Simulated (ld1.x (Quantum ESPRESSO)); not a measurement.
Before and after: PAW potential for Co

- Element: Co
- Generator: ld1.x (Quantum ESPRESSO) 7.5
- Type: PAW
- Functional: PBEsol
- Relativity: scalar-relativistic
- Frozen core: [Ne]
- Valence charge: 17
- Reference configuration: 3s2 3p6 3d7 4s2 4p0
- Partial waves: 3s (bound): rcut 1.05, rcutus 1.40 bohr; 4s (bound): rcut 1.05, rcutus 1.40 bohr; 3p (bound): rcut 1.40, rcutus 1.80 bohr; 4p (bound, empty): rcut 1.40, rcutus 1.80 bohr; 3d (bound): rcut 1.50, rcutus 1.75 bohr; 3d channel at 0.2 Ry: rcut 1.50, rcutus 1.75 bohr
- Local potential: all-electron potential smoothed inside 1.75 bohr (lloc = -1)
- Core correction: Bessel-smoothed model core inside 1.45 bohr
- Augmentation charge: BESSEL, radius 1.20 bohr

Change: waves 3s (bound): rcut 1.05, rcutus 1.56 bohr; 4s (bound): rcut 1.05, rcutus 1.56 bohr.

Cutoffs: the cutoffs (Ry, on a coarse ladder) from which the occupation-weighted sum of valence levels, in a spherical-Bessel basis at the reference potential, stays within 10 and 1 mRy of its value at 400 Ry; they do not see the model core or the augmentation charge, which bear on the density cutoff. Errors are all-electron minus pseudo energies relative to the spin-unpolarised reference configuration.

Task: How do hardness, ghosts and transferability respond?

Result: The potential gets softer (50 Ry and 80 Ry → 40 Ry and 70 Ry); the number of tests that count goes from 7 to 3 (the test run of the changed file stopped, so its transferability is not established); of the 3 tests that both files solve, the error grows in 0 and shrinks in 2 by more than 15 % and 0.3 meV (median size 1.4 → 0.2 meV); neither file shows a bound ghost at the reference potential, the only one tested. A larger radius leaves more room for a smooth pseudo-wave, so fewer plane waves are needed.

```csv
quantity,base,changed
"cutoff, loose",50 Ry,40 Ry
"cutoff, tight",80 Ry,70 Ry
loose cutoff by channel (10 mRy a level),"s 40 Ry, p 21 Ry, d 30 Ry","s 35 Ry, p 21 Ry, d 30 Ry"
bound ghosts,none,none
"tests counted (converged, no solver errors)",7 of 7,3 of 7 (the test run stopped)
"error for 3s2 3p6 3d7 4s1 4p0, meV [ΔE 9.05 eV]",-1.4,-0.1
"error for 3s2 3p6 3d7 4s0 4p0, meV [ΔE 25.74 eV]",-6.7,-4.1
"error for 3s2 3p6 3d7 4s1.5 4p0, meV [ΔE 3.61 eV]",-0.4,-0.2
s: phases at 1.96 bohr within 0.05 rad from the reference energy up to (Ry; the scan ends near 5),to the end of the scan,to the end of the scan
p: phases at 1.96 bohr within 0.05 rad from the reference energy up to (Ry; the scan ends near 5),to the end of the scan,to the end of the scan
d: phases at 1.96 bohr within 0.05 rad from the reference energy up to (Ry; the scan ends near 5),to the end of the scan,to the end of the scan
lowest overlap eigenvalue by channel,"s 0.12, p 0.84, d 0.85","s 0.12, p 0.84, d 0.85"
```

Changed file: Tests not counted: 3s2 3p6 3d6 4s0 4p0 (solver errors, printed error -2773 eV).
